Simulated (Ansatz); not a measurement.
`[SiH3]CC1C[SiH2]1` + NH₃ → `NC1C[SiH2]1` + `C[SiH3]` at 400 K and 1 bar (substitution at a C–C bond).

Program: Ansatz. Geometries: PBE0-D4/def2-TZVP. ΔE: electronic, gas phase. CCSD(T)/CBS adds triple-zeta CCSD(T) − MP2 to the extrapolated MP2 energy (def2 sets, frozen cores). This one scheme is used for every species. One conformer a species, not always the lowest.

```tsv
species	CCSD(T)/CBS energy (Eh)	H − E (kJ/mol)	S (J/(mol·K))
`[SiH3]CC1C[SiH2]1`	-698.28589	334.1	401.7
NH₃	-56.50880	104.2	203.1
`NC1C[SiH2]1`	-424.04371	256.3	331.5
`C[SiH3]`	-330.73916	180.9	277.1
```

H − E and S are ideal-gas, rigid-rotor, harmonic terms from PBE0-D4/def2-TZVP, for one conformer and one mirror image of each species. 1 Eh = 2625.50 kJ/mol, R = 8.31446 J/(mol·K).

Question: By hand: ΔE, ΔH, ΔS and ΔG.

Answer: ΔE = (-424.04371) + (-330.73916) − (-698.28589) − (-56.50880) = 0.01182 Eh = 31.0 kJ/mol. Δ(H − E) = 256.3 + 180.9 − 334.1 − 104.2 = -1.1, so ΔH = 29.9 kJ/mol. ΔS = 331.5 + 277.1 − 401.7 − 203.1 = 3.8 J/(mol·K). ΔG = 29.9 − 400 × (3.8)/1000 = 28.4 kJ/mol.

Question: By hand: the equilibrium constant, and the temperature at which ΔG would vanish if ΔH and ΔS stayed fixed.

Answer: log₁₀ K = −ΔG/(RT ln 10) = -3.7. ΔG = 0 at ΔH/ΔS = 7868 K, far beyond where these terms or the molecules hold.

The number of gas molecules stays the same, so ΔS is small and ΔH decides. A doubt of 5 kJ/mol in ΔE shifts log₁₀ K by 0.7 here. Other conformers and mirror images would add mixing entropy, several J/(mol·K) or more a flexible species. These are equilibria of isolated gas molecules and say nothing of rates. Largest T1 diagnostic: 0.011 (customary marks: 0.02 for closed shells, 0.045 for open ones).
